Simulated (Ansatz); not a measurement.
CH8OSSi2 can be A, `CO[SiH]([SiH3])S`, or B, `[SiH3]OCS[SiH3]`.

Gas-phase electronic energies from Ansatz, PBE0-D4/def2-TZVP geometries. CCSD(T)/CBS adds triple-zeta CCSD(T) − MP2 to the extrapolated MP2 energy (def2 sets, frozen cores). Functionals use def2-TZVPP. B3LYP here is the variant with VWN-RPA as its local correlation; programs differ in this. One conformer a species, not always the lowest.

Question: Which is lower in electronic energy at CCSD(T)/CBS, and by how much? (An estimate is asked.)

Answer: The calculation gave: A, by 62.3 kJ/mol.

Question: Give E(B) − E(A) in kJ/mol with B2PLYP, PBE-D4, B3LYP, ωB97M-V, MP2/def2-TZVPP, HF/def2-TZVPP, CCSD(T)/def2-SVP. (Best estimate.)

Answer: Computed: B2PLYP 61.0, PBE-D4 72.3, B3LYP 63.8, ωB97M-V 59.1, MP2/def2-TZVPP 56.8, HF/def2-TZVPP 54.6, CCSD(T)/def2-SVP 56.7. None reverses the order clearly.

Question: Does the order hold for the free energy at 298.15 K (harmonic terms from PBE0-D4)? (Estimate.)

Answer: Ansatz gave: Yes: G(B) − G(A) = +55.6 kJ/mol, for one conformer each. Modes under 60 cm⁻¹, often nearly free rotors, make the harmonic entropy too high.

Largest T1 diagnostic: 0.012.

At CCSD(T), def2-SVP lies −5.6 kJ/mol from the extrapolated value and def2-TZVPP −0.4 kJ/mol. From BLYP to BHLYP (50 % exact exchange), in def2-TZVPP and without D4, E(B) − E(A) moves by −3.8 kJ/mol.
